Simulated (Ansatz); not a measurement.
# A basis-limit estimate, worked out

An elementary step of Si2NH8F, closed shell (SiNH₄F ([NH2][SiH2][F]) + SiH₄ → Si₂NH₇ ([NH2][SiH2][SiH3]) + HF; bonds formed: Si1–Si7, F2–H6; bonds broken: Si1–F2, H6–Si7). “Start” is the structure reached by relaxing down from the saddle towards the reactants; PBE0-D4/def2-TZVP structures. The saddle:

Si1  (-0.823, -0.109, 0.305)
F2  (-0.082, -1.863, -0.285)
H3  (-2.048, -0.455, -0.444)
H4  (-0.879, 1.386, 0.464)
N5  (-0.537, -0.588, 1.901)
H6  (0.409, -0.901, -0.756)
Si7  (0.990, 0.747, -1.309)
H8  (-0.308, -1.530, 2.165)
H9  (-0.497, 0.075, 2.654)
H10  (1.786, 1.554, -0.352)
H11  (1.924, 0.072, -2.259)
H12  (0.066, 1.612, -2.085)
(Å)

Program: Ansatz 0.2.0. Basis: def2-TZVPP and def2-QZVPP. Cores are frozen in the correlated methods.

Energies in eV:

| quantity | saddle | start |
| --- | --- | --- |
| Hartree–Fock, triple zeta (X = 3) | -20039.66358 | -20043.72214 |
| Hartree–Fock, quadruple zeta (X = 4) | -20040.37238 | -20044.44883 |
| MP2 correlation, X = 3 | -21.10423 | -20.10383 |
| MP2 correlation, X = 4 | -22.77007 | -21.73553 |
| CCSD(T) correlation, X = 3 | -23.15048 | -22.17218 |

(1) Work out the barrier at the basis limit: extrapolate Hartree–Fock as E(X) = E∞ + A exp(−7.88 √X) and the MP2 correlation as E(X) = E∞ + B X^−2.97 (the exponents that Neese and Valeev fitted for def2-TZVPP and QZVPP), then add CCSD(T) − MP2 in triple zeta.

No T1 diagnostic of these runs exceeds 0.014.

Answers

(1) Each step is linear, so take the differences first (saddle − start): Hartree–Fock 4.05856 (X = 3) and 4.07645 (X = 4); MP2 correlation -1.00040 and -1.03454; CCSD(T) correlation -0.97830.
Two points give E∞ = E(4) + w [E(4) − E(3)], with w = 1/(exp(7.88 (2 − √3)) − 1) = 0.1377 for Hartree–Fock and w = 1/((4/3)^2.97 − 1) = 0.7407 for the correlation.
Hartree–Fock: 4.07645 + 0.1377 × 0.01789 = 4.0789 eV.
MP2 correlation: -1.03454 + 0.7407 × (-0.03414) = -1.0598 eV.
CCSD(T) − MP2: -0.97830 − (-1.00040) = 0.0221 eV.
Sum: 4.0789 + (-1.0598) + 0.0221 = 3.0412 eV, or 70.13 kcal/mol. Plain CCSD(T) in triple zeta gives 3.0803 eV, so the larger basis shifts the result by -0.0391 eV.

Labels in which every atom is bracketed show which atoms are joined, not bond orders.

For scale, one of the runs: CCSD(T)/def2-TZVPP, 258 basis functions, launched by `ansatz run in.yaml --threads 4 --pin off --events-out ev --progress --plain --max-ram 9574MiB`. Hardware: 4 CPU threads of an Arm Neoverse V1, shared host. Wall time 2.6 min; peak host memory 5.7 GiB.
